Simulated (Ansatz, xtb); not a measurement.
**A geometry optimisation of ClFSi3 with r2SCAN-D4/def2-SVP**

The starting geometry of this gas-phase singlet has its atoms placed at random.

```xyz
5

Cl    0.5431    0.9548   -0.1075
F    -1.0750    0.6060    1.5976
Si   -1.1177    0.2846   -0.5488
Si    1.0293   -1.5438   -0.3094
Si    0.8536   -0.1812   -1.7640
```

One run relaxed it with r2SCAN-D4/def2-SVP. What is a likely outcome?

It ends as a structure with Cl1 bridging Si5 and Si4 and Si3, given below by its coordinates. Distances that change by over a tenth: Cl1–Si3 (1.84 → 2.52 Å), Cl1–Si5 (2.03 → 2.53 Å), Si4–Si5 (2.00 → 2.29 Å). Contacts that close: Cl1–Si4 (2.55 → 2.41 Å), F2–Si3 (2.17 → 1.65 Å).

The energy falls by 5.67 eV over 12 steps:

```csv
step,E − E(last) (eV)
1,5.670
2,2.341
3,1.302
5,0.208
6,0.063
7,0.009
8,0.006
10,0.000
11,0.000
12,0.000
```

Final geometry (Å):

```xyz
5

Cl    1.2567    1.1209   -0.0989
F    -1.4597   -0.0329    1.1236
Si   -1.2247    0.7512   -0.3060
Si    1.2985   -1.2826    0.0286
Si    0.3626   -0.4363   -1.8794
```

From the same start GFN2-xTB ends elsewhere, differing in Cl1–Si3 (2.70 against 2.52 Å here), Cl1–Si4 (3.12 against 2.41 Å here).

From so rough a start the end depends on the optimiser's path, so another program may land elsewhere. No frequencies were run, so the end isn't proven a minimum. Run with Ansatz 0.2.0, 90 s on 1 thread of AMD EPYC (Zen 3), on a shared host.
